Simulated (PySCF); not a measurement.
## Polarisability and C₆ of Mg²⁺ (magnesium, charge +2)

[Ne], closed-shell 1S. All numbers are calculated (PySCF 2.14, no relativity, point nucleus, in dyall-acv3z (20s13p7d4f, 122 functions)). Coupled (time-dependent) response in atomic units; α is the mean over directions.

```
method  mean α (bohr³)  C₆ (like pair)    S(−4)
   UHF          0.4698          0.5590  0.05221
   PBE          0.5132          0.6225  0.06776
  PBE0          0.4994          0.6024  0.06242
  PW91          0.5118          0.6201  0.06748
 HSE06          0.4997          0.6029  0.06252
```

S(−4) is the Cauchy moment in α(ω) = α(0) + S(−4) ω² + …

α(iu) at HSE06:

```tsv
u (hartree)	α(iu) (bohr³)
0	0.4997
0.0500	0.4996
0.100	0.4991
0.200	0.4972
0.300	0.4942
0.500	0.4847
0.750	0.4677
1.00	0.4463
1.50	0.3972
2.00	0.3474
3.00	0.2622
5.00	0.1556
```

For an ion, C₆ is the dispersion term alone; charge-induced terms of lower order in 1/R come first.
